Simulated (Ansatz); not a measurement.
In(Br)(Me)(NH2) (CH₅BrInN), SMILES [CH3][In]([NH2])[Br].

Geometry optimised at B3LYP-D3(BJ)/def2-SVP. The structure was generated by enumeration; whether it is a known compound was not checked. The def2 effective core potentials stand for the cores of In; spin–orbit coupling is left out. The values are those of a single conformer.

Two levels are set side by side: PBE/def2-SVPD (Ansatz, a first-principles code) and CAM-B3LYP/def2-SVPD (Ansatz). Energy differences of separate SCF runs at the same geometry; the states with an electron removed or added have multiplicity 2 and 2. Differences are taken from unrounded values.

```json
[
 {"quantity": "vertical ionisation energy (eV)", "CAM-B3LYP": "9.48"},
 {"quantity": "vertical singlet–triplet gap (eV)", "CAM-B3LYP": "4.55"}
]
```

Problem. What does PBE give, and how far is it from CAM-B3LYP? (Estimate from the structure and the level; the computed values follow.)

Solution. 
```
quantity                            PBE  PBE minus CAM-B3LYP
---------------------------------  ----  -------------------
vertical ionisation energy (eV)    8.92                -0.56
vertical singlet–triplet gap (eV)  4.04                -0.51
```
